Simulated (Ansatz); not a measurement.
`CO[CH2][GaH][OH]` and `B[SiH2]COC` differ in one atom or group.

Ansatz, PBE0-D4/def2-TZVP geometries, multiplicity 1. Each molecule was computed in one conformer, which needn't be the lowest.

Scalar relativity is left out up to krypton.

| property | `CO[CH2][GaH][OH]` |
| --- | --- |
| LUMO energy (ωB97M-V/def2-TZVPP) / eV | 0.81 |
| HOMO energy (B3LYP/def2-TZVPP) / eV | -6.67 |
| HOMO–LUMO gap (PBE/def2-TZVPP) / eV | 3.85 |
| HOMO–LUMO gap (ωB97M-V/def2-TZVPP) / eV | 9.95 |
| HOMO energy (PBE/def2-TZVPP) / eV | -5.49 |
| HOMO energy (PBE0/def2-TZVPP) / eV | -6.86 |

(1) What does the change do to each property? (Best estimate.)

Results:

(1) The calculation gave: 
```tsv
property	`B[SiH2]COC`	shift
LUMO energy (ωB97M-V/def2-TZVPP) / eV	-0.44	-1.25
HOMO energy (B3LYP/def2-TZVPP) / eV	-7.32	-0.65
HOMO–LUMO gap (PBE/def2-TZVPP) / eV	2.58	-1.27
HOMO–LUMO gap (ωB97M-V/def2-TZVPP) / eV	9.52	-0.43
HOMO energy (PBE/def2-TZVPP) / eV	-5.99	-0.50
HOMO energy (PBE0/def2-TZVPP) / eV	-7.55	-0.69
```

With PBE0 the HOMO falls by 0.69 eV and the LUMO falls by 1.54 eV, so the gap narrows by about 0.85 eV. PBE moves the HOMO by -0.50 eV and ωB97M-V by -0.83 eV.

B3LYP here is the variant with VWN-RPA as its local correlation; programs differ in this.
